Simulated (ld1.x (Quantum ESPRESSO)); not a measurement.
# copper (Cu), PAW: configuration errors across variants

ld1.x (Quantum ESPRESSO) 7.5 input, shortened:

```
&input
   title='Cu', zed=29., rel=1, dft='PZ', iswitch=3,
   config='[Ar] 3d10 4s1 4p0'
 /
 &inputp
   pseudotype=3, lpaw=.true., tm=.true., lloc=-1, rcloc=1.50,
   nlcc=.true., new_core_ps=.true., rcore=1.55,
   which_augfun='BESSEL', rmatch_augfun=1.40
 /
6
4S  1  0   1.00   0.00  2.25  2.50  0.0
4S  1  0   0.00   2.05  2.25  2.50  0.0
4P  2  1   0.00   0.00  2.00  2.45  0.0
4P  2  1   0.00   1.15  2.00  2.45  0.0
3D  3  2  10.00   0.00  1.60  1.70  0.0
3D  3  2   0.00   1.70  1.60  1.70  0.0
 &test
   configts(1)='3d10 4s1 4p0'
 /
```

All-electron excitation energies from the reference (eV): (1) 3d10 4s0 4p0 8.434; (2) 3d9 4s0 4p0 30.121; (3) 3d8 4s0 4p0 69.485; (4) 3d9 4s1 4p1 6.934; (5) 3d10 4s0 4p1 4.257; (6) 3d10 4s0.5 4p0 3.302; (7) 3d9 4s1 4p0 11.902; (8) 3d10 4s1 4p0 spin -0.184.

Spin tests fill each open shell by Hund’s rule, majority spin first.

Tests that are not counted but printed errors over 1 eV. “base”: 3d9 4s0 4p0 (spin-polarised) (solver errors, printed error -1084 eV).

Errors AE − PS in meV (a dash: test not solved or not reliable):

| change | (1) | (2) | (3) | (4) | (5) | (6) | (7) | (8) | bound ghosts |
| --- | --- | --- | --- | --- | --- | --- | --- | --- | --- |
| base | -4.3 | -53 | -490 | -40 | -1.2 | -0.9 | -39 | -0.1 | none |
| waves 3d (bound): rcut 1.14, rcutus 1.20 bohr; 3d channel at 1.7 Ry: rcut 1.14, rcutus 1.20 bohr | +8.9 | -49 | -478 | -41 | +4.9 | +1.6 | -44 | +0.9 | none |
| waves 3d (bound): rcut 1.34, rcutus 1.42 bohr; 3d channel at 1.7 Ry: rcut 1.34, rcutus 1.42 bohr | +0.4 | -53 | -479 | -45 | +0.7 | -0.1 | -45 | +0.1 | none |
| waves 3d (bound): rcut 1.50, rcutus 1.60 bohr; 3d channel at 1.7 Ry: rcut 1.50, rcutus 1.60 bohr | -2.5 | -53 | -484 | -44 | -0.5 | -0.6 | -43 | 0.0 | none |
| waves 3d (bound): rcut 1.60, rcutus 2.08 bohr; 3d channel at 1.7 Ry: rcut 1.60, rcutus 2.08 bohr | -11 | -54 | -545 | -60 | -3.7 | -2.3 | -55 | -0.1 | none |
| waves 3d (bound): rcut 1.60, rcutus 2.30 bohr; 3d channel at 1.7 Ry: rcut 1.60, rcutus 2.30 bohr | -12 | -54 | -585 | -62 | -4.0 | -2.5 | -55 | -0.1 | none |
| waves 3d (bound): rcut 1.60, rcutus 2.48 bohr; 3d channel at 1.7 Ry: rcut 1.60, rcutus 2.48 bohr | -15 | -55 | -637 | -66 | -4.7 | -3.1 | -57 | -0.1 | none |

Q: Give the same row for: waves 3d (bound): rcut 1.60, rcutus 1.82 bohr; 3d channel at 1.7 Ry: rcut 1.60, rcutus 1.82 bohr.

A: -11, -53, -563, -57, -3.6, -2.4, -52, -0.1; bound ghosts: none.
